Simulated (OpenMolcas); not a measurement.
**d2 ions of charge +4 down a group with 6 water ligands in octahedral coordination**

| Item | Value |
| --- | --- |
| Program | OpenMolcas 26.06 |
| Method | SS-CASPT2, IPEA 0.25 Eh, imaginary shift 0.1 Eh |
| Spin-orbit coupling | RASSI with atomic mean-field integrals over the reference wave functions |

The d shell is active; CASPT2 correlates the ligand valence shells and the outer metal core. Anionic complexes are neutralised by point charges behind the ligands. Distances were set from a Shannon-type radius of the metal (high-spin where two are listed) plus a fixed donor radius (H2O 1.36 Å). Ligand basis ANO-RCC-VDZP, DKH2 Hamiltonian. States (labels of O, taken over from Oh, the nearest higher group). Energies in cm-1 above the lowest state or level, χT in cm3 K/mol; under a threefold ground state the first gap can be a small split of the lowest multiplet, not the spin-orbit step; 10Dq and B are least-squares fits to the states below 45000 cm-1, weighted by degeneracy, with a free offset, and given where the rms deviation is under 5 % of |10Dq| (or 100 cm-1) and under 700 cm-1. Spin-only χT is S(S+1) / 2 for the spin of the ground state.

```json
{"Ion": "Cr4+", "Shell": "3d2", "R (Å)": "1.91", "Metal basis": "ANO-RCC-VDZP", "Ground state": "3T1", "First state of that spin": "3T2 22520", "10Dq": "22938", "B (rms of fit)": "809 (622)", "First gap with spin-orbit (degeneracies)": "7 (2, 3)", "χT at 300 K": "0.727", "First state of another spin": "1T2 10250", "Spin-only χT": "1.000"}
{"Ion": "Mo4+", "Shell": "4d2", "R (Å)": "2.01", "Metal basis": "ANO-RCC-VTZP", "Ground state": "3T1", "First state of that spin": "3T2 32000", "10Dq": "32836", "B (rms of fit)": "513 (259)", "First gap with spin-orbit (degeneracies)": "26 (2, 3)", "χT at 300 K": "0.399", "First state of another spin": "1T2 7030", "Spin-only χT": "1.000"}
```

The rows also differ in their metal basis, so part of each step comes from that.

|10Dq| changes by a factor of 32836 / 22938 = 1.43 from Cr4+ to Mo4+.

B goes from 809 cm-1 (Cr4+) to 513 cm-1 (Mo4+).

χT departs most from the spin-only value for Mo4+, by -0.601 cm3 K/mol.

Roots that are degenerate in the reference are averaged as groups; the widest CASPT2 spread within a group is 970 cm-1 (the 3-fold group of multiplicity 1 near 36200 cm-1 above the lowest state of its run, Cr4+). Shifts and gaps below about the spread of the groups concerned are not significant. Over all roots computed the reference weight is 0.68 to 0.69 in Cr4+, 0.69 to 0.70 in Mo4+; a low but even weight reflects the number of correlated electrons. An orbital triplet at a regular site is open to Jahn-Teller coupling, which can distort the site and quench the lowest spin-orbit gaps and is left out. Ligand-to-metal charge-transfer states are missing. With no ligand orbital active B as a rule stays too high, so bands that hang on it stand too high and its fall with covalency is understated. With one d shell and no ligand orbital active, 10Dq can be off by a tenth or more. The least metal-like active orbital is 81 % on the metal (Löwdin) and no ligand orbital is active, so the numbers are rough (holds for Cr4+). The least metal-like active orbital is 77 % on the metal (Löwdin) and no ligand orbital is active, so the numbers are rough (holds for Mo4+). No measured value stands beside these numbers; the geometry is a model, was not optimised and need not be the one that this ion takes.
